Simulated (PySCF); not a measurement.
## [Lu(PH3)]3+ relaxed at several levels

Computed with PySCF 2.14.0, PBE0, def2-SVP on the ligands, density fitting, scalar-relativistic core potentials, no spin-orbit coupling, vacuum. Each row is relaxed at its own level from the same template. Distances are means of the shortest metal–ligand contacts, charges and spins Mulliken's; removal energies are rigid, with the ligand's formal charge and no counterpoise, so too large; for an anion taken off a cation in vacuum most of it is the attraction of opposite charges, and multiply charged cations can part far more cheaply with an electron moved from ligand to metal. lcecp potentials hold a fixed number of 4f electrons in the core, out of states, spins and gaps.

```csv
level,basis on the metal,point group,M–PH3 (Å),charge on M (e),HOMO–LUMO gap (eV),removal of one PH3 (eV),"strongest infrared band, degenerate modes summed (cm⁻¹)",unstable modes (below −25 cm⁻¹)
PBE0,def2-SVP with ECP28,C3v,2.852,2.07,4.89,6.51,2419,0
```

Task: What does the calculation give for PBE0, lcecp-1-SVP with ECP60?

Result: point group: C3v, M–PH3 (Å): 2.842, charge on M (e): 2.24, removal of one PH3 (eV): 6.33, strongest infrared band, degenerate modes summed (cm⁻¹): 2419, unstable modes (below −25 cm⁻¹): 0.
```xyz
5

Lu    0.0000    0.0000   -0.3385
P     0.0000    0.0000    2.5031
H     1.3378    0.0000    3.0043
H    -0.6689    1.1585    3.0043
H    -0.6689   -1.1585    3.0043
```

One start shape was tried for each, so a minimum needn't be the lowest isomer.
